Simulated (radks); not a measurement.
Values are calculated unless marked as measured or tabulated.
Q: All-electron atom: Si7+ in [He] 2s2 2p3 (the NIST ground configuration). Level of theory: non-relativistic Kohn-Sham, r2SCAN, spin-polarised, spherical densities, point nucleus; open shells are filled with parallel spins first; meta-GGA in the generalised Kohn-Sham scheme (a radial shooting solver on a logarithmic mesh with Libxc functionals). Some entries of the table are withheld. Estimate them.

orbital  occ.  eigenvalue (eV)  <r^2> (bohr^2)
1s up       1        -2015.854         0.01673
1s down     1        -2007.158         0.01654
2s up       1              (1)          0.3118
2s down     1              (2)          0.3263
2p up       3        -283.9354          0.2607
2p down     0        -263.6879          0.2795
3s up       0        -105.2306           2.150
3p up       0         -94.7871           2.215

A: 
(1) 2s up eigenvalue (eV): -322.5950
(2) 2s down eigenvalue (eV): -305.4523
